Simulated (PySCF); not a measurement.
# Bond lengths and vibrations by method: BGeH3NO

All numbers below are calculated, not measured. They come from PySCF 2.14.0, an open-source quantum chemistry program, on an isolated molecule that a program drew, which may never have been made. The molecule is BGeH3NO (charge 0, doublet), drawn as the SMILES string `O=B[NH][GeH2]`.

The geometry was optimised and harmonic frequencies were computed with HF and MP2, all in the cc-pVDZ basis, for the commonest isotopes, with a restricted reference for singlets and an unrestricted one otherwise, and a frozen core in MP2. Germanium has the cc-pVDZ-PP basis, with a core potential (ECP10MDF) in place of its 10 inner electrons, and its 3s, 3p and 3d shells are frozen in MP2. Each result is a local minimum of its method.

Geometry at the HF minimum:
```xyz
7
BGeH3NO, angstrom
O    -0.0919   -1.2886   -0.5865
B     0.3923   -0.5366    0.2102
N     0.9444    0.3217    1.1469
Ge    0.3914    0.5477    2.9152
H     1.6140    0.9786    0.7899
H    -0.2757   -0.7695    3.3228
H     1.6529    0.8576    3.7342
```

Lengths of the bonds as drawn, in Å (atoms numbered as above):
| bond | HF | MP2 |
|---|---|---|
| O1-B2 | 1.198 | 1.229 |
| B2-N3 | 1.385 | 1.404 |
| N3-Ge4 | 1.866 | 1.880 |
| N3-H5 | 1.004 | 1.019 |
| Ge4-H6 | 1.532 | 1.539 |
| Ge4-H7 | 1.536 | 1.543 |

Rotational constants, in GHz:
| constant | HF | MP2 |
|---|---|---|
| A | 27.48 | 25.76 |
| B | 1.892 | 1.878 |
| C | 1.783 | 1.764 |

Harmonic frequencies in cm^-1, each column in rising order, so a row needn't be the same motion in every method:
```
rank    HF   MP2
   1    89    98
   2   140   124
   3   323   317
   4   492   463
   5   564   491
   6   610   579
   7   749   701
   8   784   734
   9   901   851
  10  1076     ?
  11  1328  1213
  12  2157  2003
  13  2183  2127
  14  2218  2173
  15  3806  3627
```

**Estimate the missing MP2 frequency from the HF column.**

A single factor s that minimises the squared misfit of MP2 against s times HF over the other rows is sum(HF x MP2) / sum(HF^2) = 0.9528, with an rms misfit of 32 cm^-1. For rank 10 it gives 0.9528 x 1076 = 1025 cm^-1. The calculation gives 1006 cm^-1, 19 cm^-1 below the estimate. The drawn bonds are on average 1.2 % longer in MP2 than in HF.
